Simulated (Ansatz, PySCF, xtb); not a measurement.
Reaction (SMILES): OB(F)F [difluoroborinic acid] + 3 [H][H] (H2) → B (BH3) + 2 F (HF) + O (H2O)
Structures are relaxed separately at B3LYP-D3(BJ)/def2-TZVP in Ansatz (an electronic-structure program), one conformer each, not searched for the lowest. Frequencies are from Ansatz or PySCF.

Quantity: energy of full hydrogenation (0 K, with B3LYP-D3(BJ) harmonic zero-point energies), in eV. Cores are frozen in the correlated levels unless marked. No spin-orbit coupling. No relativistic terms. CBS(X,Y): correlation extrapolated as X^-3; Hartree-Fock from the larger set.

```json
[
 {"level": "GFN2-xTB", "program": "xtb", "energy of full hydrogenation (eV)": "?"},
 {"level": "r2SCANh-D4/def2-TZVPD", "program": "Ansatz + dftd4", "energy of full hydrogenation (eV)": "?"},
 {"level": "MN15/def2-TZVPD", "program": "PySCF", "energy of full hydrogenation (eV)": "4.66"},
 {"level": "B2GP-PLYP-D3(BJ)/def2-TZVPD", "program": "Ansatz + dftd3", "energy of full hydrogenation (eV)": "4.33"},
 {"level": "SCS-MP2/cc-pVQZ", "program": "Ansatz", "energy of full hydrogenation (eV)": "4.28"},
 {"level": "CCSD(T)/CBS(cc-pVTZ,cc-pVQZ)", "program": "Ansatz", "energy of full hydrogenation (eV)": "4.26"}
]
```

**Question.** What belongs in the gaps?

**Answer.** 
- GFN2-xTB, energy of full hydrogenation (eV): 3.26
- r2SCANh-D4/def2-TZVPD, energy of full hydrogenation (eV): 4.49
